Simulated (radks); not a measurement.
Neutral antimony inside a hard spherical wall (all orbitals vanish at R), configuration held at [Kr] 4d10 5s2 5p3 and not refilled when levels cross. Method: scalar-relativistic Kohn-Sham, LDA (Slater exchange, VWN5 correlation), spin-polarised, spherical densities, finite nucleus; open shells are filled with parallel spins first (spin-orbit coupling, left out, can overturn this in heavy ions); Fermi nuclear charge, rms radius 4.6802 fm; computed with a radial shooting solver on a logarithmic mesh with Libxc functionals. Eigenvalues in eV for spin up, with the zero of energy where the potential of the charges vanishes at infinity; a dash marks a level that is unbound or too diffuse for the functional's potential to be trusted. A positive occupied level is held by the wall or, in an anion where self-interaction has pushed it up, behind a barrier. The pressure on the wall is -dE/dV.

R (bohr)  E (hartree)  kinetic (hartree)    e(4p)    e(4d)    e(5s)   e(5p)  e(6s, empty)  e(5d, empty)  pressure (GPa)
free      -6475.85032           6770.846  -101.45  -33.474  -13.599  -5.527        -0.542             -               0
20        -6475.85032           6770.846  -101.45  -33.474  -13.599  -5.527        -0.534         0.690        < 0.0001
12        -6475.85031           6770.846  -101.44  -33.472  -13.597  -5.525        -0.314         1.153        0.000382
8         -6475.84736           6770.872  -101.27  -33.299  -13.461  -5.385         1.286         2.362           0.136
5         -6475.71400           6771.613  -98.468  -30.575  -11.336  -2.760        13.333         8.756            16.9
3         -6473.39418           6780.696  -83.756  -16.589    5.505  19.033        84.480        43.551            1060
2.5       -6469.90920           6793.244  -71.752   -4.917   25.498  43.490        151.71        76.657            4210
1.5       -6417.05597           6961.768   20.210   96.001   258.70  298.88        706.96        357.43          172000
